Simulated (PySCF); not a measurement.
**NMR problem set**

All values are calculated (PySCF 2.14.0 with density-fitted response routines): geometry: GFN2-xTB, σ from GIAO-PBE0/pcSseg-1. In vacuum, averaged over atoms made equivalent by symmetry, fast rotation or ring inversion, one conformer, non-relativistic Hamiltonian.

Shifts are taken against calculated references (same method and geometry level): ¹H (σref 31.72), ¹³C (σref 186.93) against TMS. Where no couplings were computed, multiplicities follow the n + 1 count of equivalent neighbours, and m marks all less simple cases (inequivalent or close neighbours, rings, F or P nearby). Shifts are as computed. Against solution values, carbons near 30 ppm lie about +3 ppm off and those near 130 ppm about +5 ppm. Of 1211 compounds with measured shifts, 218 miss one by over three times the rms of a fit or turn the order of signals round; such compounds aren't used in these exercises. OH and NH positions are gas-phase values without hydrogen bonding to other molecules.

(1) C8H14N2. ¹H NMR (500 MHz, computed): δ 6.46 (m, 1H), 5.56 (m, 1H), 5.36 (m, 1H), 5.03 (br s, 1H), 4.15 (d, 2H), 1.95 (s, 3H), 1.08 (m, 1H), 0.65 (m, 2H), 0.34 (m, 2H). ¹³C{¹H} NMR (computed): δ 147.1, 138.7, 122.3, 61.2, 25.8, 11.6, 5.4. Identify the compound.

(2) C5H11NSi2. ¹H NMR (400 MHz, computed): δ 6.17 (m, 1H), 5.66 (m, 1H), 3.96 (m, 2H), 3.45 (t, 3H), 2.93 (d, 2H), 2.06 (m, 2H). ¹³C{¹H} NMR (computed): δ 143.0 (CH), 124.3 (CH), 121.4 (C), 15.4 (CH2), 14.2 (CH2). Identify the compound.

Results:

(1) SMILES C=CCN/N=C(/C)C1CC1. Rings plus π bonds: 3 (1 ring in the answer). 7 carbon signals for 8 carbons: some carbons are equivalent by symmetry or fast rotation. Carbon types of the structure: 1 × C, 2 × CH, 4 × CH2, 1 × CH3, leaving 1 H on heteroatoms. δC 147.1: alkene CH; an sp2 carbon of a C=C bond. δC 138.7: C=N carbon. δC 122.3: terminal =CH2 carbon; an sp2 carbon of a C=C bond. δC 61.2: allylic sp3 CH2 bonded to N; deshielded by the electronegative neighbour.

This is the structure that produced the data.

(2) `N#CC/C=C\C[SiH2][SiH3]`. The formula gives 3 degrees of unsaturation (no ring in the answer). 5 carbon signals for 5 carbons: no two carbons are equivalent. Carbon types of the structure: 1 × C, 2 × CH, 2 × CH2, leaving 5 H on heteroatoms. δC 143.0, 124.3: alkene CH; as expected for a trigonal carbon in a double bond. δC 121.4: nitrile carbon; typical of a nitrile. δH 6.17, 5.66: hydrogen on an alkene CH; a vinylic proton, deshielded by the sp2 carbon and the C=C anisotropy. δH 2.93: hydrogen on an allylic sp3 CH2; allylic position.

The data come from this structure; uniqueness wasn't tested.
